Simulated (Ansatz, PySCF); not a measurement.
B(Cl)(OMe)(SiH3) (CH6BClOSi), SMILES COB(Cl)[SiH3]. Atoms are numbered in the order given.

```xyz
11

B      0.1011    -0.2047     0.1315
Cl     0.6515    -0.7737     1.7236
O      0.3167    -1.0472    -0.8908
C     -0.0434    -0.7918    -2.2366
H     -0.5120     0.1986    -2.3640
H      0.8607    -0.8446    -2.8612
H     -0.7482    -1.5685    -2.5693
Si    -0.7863     1.6261    -0.0099
H     -0.8698     2.2904     1.3231
H     -2.1713     1.5070    -0.5725
H     -0.0231     2.5193    -0.9420
```

The structure is a stationary point at r2SCAN-D4/def2-SVP. This is a generated structure with no PubChem entry under its InChIKey; it may be hypothetical. Other conformers were not sampled.

Two levels are set side by side: PBE-D3(BJ)/def2-SVP (Ansatz, a quantum-chemistry and plane-wave program) and r2SCAN-D4/def2-SVP (Ansatz). Each level has its own optimised geometry; the coordinates shown are those of the second. Frequencies come from the Hessian of PySCF at each geometry. Differences are taken from unrounded values.

```json
[
 {"quantity": "mean bond length (Å)", "r2SCAN-D4": "1.437"},
 {"quantity": "bond B1–Cl2 (Å)", "r2SCAN-D4": "1.778"},
 {"quantity": "bond B1–O3 (Å)", "r2SCAN-D4": "1.342"},
 {"quantity": "bond B1–Si8 (Å)", "r2SCAN-D4": "2.039"},
 {"quantity": "bond O3–C4 (Å)", "r2SCAN-D4": "1.416"},
 {"quantity": "bond C4–H5 (Å)", "r2SCAN-D4": "1.103"},
 {"quantity": "bond C4–H6 (Å)", "r2SCAN-D4": "1.100"},
 {"quantity": "bond C4–H7 (Å)", "r2SCAN-D4": "1.100"},
 {"quantity": "bond Si8–H9 (Å)", "r2SCAN-D4": "1.492"},
 {"quantity": "bond Si8–H10 (Å)", "r2SCAN-D4": "1.500"},
 {"quantity": "bond Si8–H11 (Å)", "r2SCAN-D4": "1.500"},
 {"quantity": "highest harmonic wavenumber (cm⁻¹)", "r2SCAN-D4": "3149"},
 {"quantity": "mean harmonic wavenumber (cm⁻¹)", "r2SCAN-D4": "1178"},
 {"quantity": "zero-point energy (kcal/mol)", "r2SCAN-D4": "45.47"}
]
```

Task: What does PBE-D3(BJ) give, and how far is it from r2SCAN-D4? (An estimate is asked for; the answer gives what the named calculation found.)

Result: 
```json
[
 {"quantity": "mean bond length (Å)", "PBE-D3(BJ)": "1.445", "PBE-D3(BJ) minus r2SCAN-D4": "0.007"},
 {"quantity": "bond B1–Cl2 (Å)", "PBE-D3(BJ)": "1.779", "PBE-D3(BJ) minus r2SCAN-D4": "0.001"},
 {"quantity": "bond B1–O3 (Å)", "PBE-D3(BJ)": "1.350", "PBE-D3(BJ) minus r2SCAN-D4": "0.008"},
 {"quantity": "bond B1–Si8 (Å)", "PBE-D3(BJ)": "2.043", "PBE-D3(BJ) minus r2SCAN-D4": "0.004"},
 {"quantity": "bond O3–C4 (Å)", "PBE-D3(BJ)": "1.420", "PBE-D3(BJ) minus r2SCAN-D4": "0.004"},
 {"quantity": "bond C4–H5 (Å)", "PBE-D3(BJ)": "1.111", "PBE-D3(BJ) minus r2SCAN-D4": "0.008"},
 {"quantity": "bond C4–H6 (Å)", "PBE-D3(BJ)": "1.109", "PBE-D3(BJ) minus r2SCAN-D4": "0.008"},
 {"quantity": "bond C4–H7 (Å)", "PBE-D3(BJ)": "1.109", "PBE-D3(BJ) minus r2SCAN-D4": "0.008"},
 {"quantity": "bond Si8–H9 (Å)", "PBE-D3(BJ)": "1.503", "PBE-D3(BJ) minus r2SCAN-D4": "0.011"},
 {"quantity": "bond Si8–H10 (Å)", "PBE-D3(BJ)": "1.510", "PBE-D3(BJ) minus r2SCAN-D4": "0.011"},
 {"quantity": "bond Si8–H11 (Å)", "PBE-D3(BJ)": "1.510", "PBE-D3(BJ) minus r2SCAN-D4": "0.011"},
 {"quantity": "highest harmonic wavenumber (cm⁻¹)", "PBE-D3(BJ)": "3067", "PBE-D3(BJ) minus r2SCAN-D4": "-81"},
 {"quantity": "mean harmonic wavenumber (cm⁻¹)", "PBE-D3(BJ)": "1145", "PBE-D3(BJ) minus r2SCAN-D4": "-33"},
 {"quantity": "zero-point energy (kcal/mol)", "PBE-D3(BJ)": "44.21", "PBE-D3(BJ) minus r2SCAN-D4": "-1.27"}
]
```
